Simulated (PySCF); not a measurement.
B2O3, SMILES B(OB=O)=O. Atoms are numbered in the order given.

```xyz
5

O      0.0000     0.0000    -2.5158
B      0.0000     0.0000    -1.3102
O      0.0000     0.0000     0.0000
B      0.0000     0.0000     1.3102
O      0.0000     0.0000     2.5158
```
Charge 0, spin multiplicity 1.

Geometry optimised at PBE0-D3(BJ)/def2-SVP. Other conformers were not sampled.

These are PySCF with PBE0-D3(BJ)/def2-SVP values and carry that method's errors.

Harmonic, unscaled wavenumbers; measured fundamentals usually lie a few per cent lower.

Modes within 1.5 cm⁻¹ of each other (mostly degenerate sets) share a row, with their intensities summed.

```csv
mode,ν (cm⁻¹),IR (km/mol),moving atoms (share of kinetic energy)
1–2,19,14.4,O 99 %
3–4,475,0.0,"B 85 %, O 15 %"
5–6,494,254.0,"B 68 %, O 32 %"
7,689,0.0,"O 74 %, B 26 %"
8,1355,73.3,O 100 %
9,2192,0.0,"B 74 %, O 26 %"
10,2227,1652.7,"B 69 %, O 31 %"
```
